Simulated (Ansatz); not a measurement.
Cost and result for the atomization energy of CH$_{3}$ClGeO, SMILES `[Cl][GeH]1[CH2][O]1` (7 atoms, 7 bonds).

The species carries charge 0 and has multiplicity 1. Correlated methods include outer-core shells of Ge, which these sets cover unevenly. Scalar relativity is left out up to krypton. The geometry is a stationary point of PBE0-D4/def2-TZVP. Program: Ansatz. All runs use 2 threads of an AMD EPYC 9R45 on a shared host. Times are those of one run each, without the atoms' runs, and a repeat can differ threefold. Electronic energies, without spin–orbit coupling; frozen cores. CCSD(T)/CBS adds CCSD(T) − MP2 in def2-TZVPP to the MP2 limit, and its time is that of the two runs behind it. T1 = 0.013. With those shells the extrapolation isn't a true limit. B3LYP takes the VWN-RPA correlation (the form of Gaussian; ORCA's B3LYP/G). HSE06 is the plane-wave form, built on full-range PBE exchange.

CCSD(T)/CBS is a level of theory with its own doubt, some kJ/mol a heavy atom from the limit and from the frozen cores, so smaller differences don't rank the functionals.

```csv
level,functions,wall time,atomization (kJ/mol),difference from CCSD(T)/CBS,per bond
revPBE-D4/def2-TZVPP,194,1 s,2307.8,-16.8,-2.4
PBE0-D4/def2-TZVPP,194,1.6 s,2313.6,-11.0,-1.6
BHLYP-D4/def2-TZVPP,194,1.6 s,2190.5,-134.1,-19.2
HSE06-D4/def2-TZVPP,194,1.6 s,2315.8,-8.8,-1.3
CCSD(T)/def2-SVP,93,2.1 s,2140.1,-184.5,-26.4
B3LYP-D4/def2-TZVPP (with forces),194,2.2 s,2287.3,-37.3,-5.3
r2SCAN-D4/def2-TZVPP (with forces),194,2.3 s,2335.8,11.2,1.6
r2SCANh-D4/def2-TZVPP,194,2.4 s,2309.4,-15.2,-2.2
PBE-QIDH/def2-TZVPP,194,2.5 s,2300.8,-23.8,-3.4
ωB97M-V/def2-TZVPP (with forces),194,4.9 s,2309.2,-15.4,-2.2
MP2/def2-QZVPP,363,9.5 s,2361.3,36.7,5.2
CCSD(T)/def2-TZVPP,194,34 s,2258.0,-66.6,-9.5
CCSD(T)/CBS(def2),–,43 s,2324.6,0.0,0.0
```

From PBE to PBE0 (25 % exact exchange), in def2-TZVPP and without D4, the atomization energy moves by −66.4 kJ/mol: exact exchange takes away binding that semilocal exchange gives to molecules. At CCSD(T), def2-SVP lies −184.5 kJ/mol from the extrapolated value and def2-TZVPP −66.6 kJ/mol: correlation converges slowly with the basis, and small sets miss more of it in the bonded molecule than in its fragments. In def2-TZVPP, CCSD(T) changes the Hartree–Fock value by +716.4 kJ/mol (the triples alone add +54.6 kJ/mol) and MP2 by +780.4 kJ/mol; breaking electron pairs costs correlation energy, which Hartree–Fock lacks.
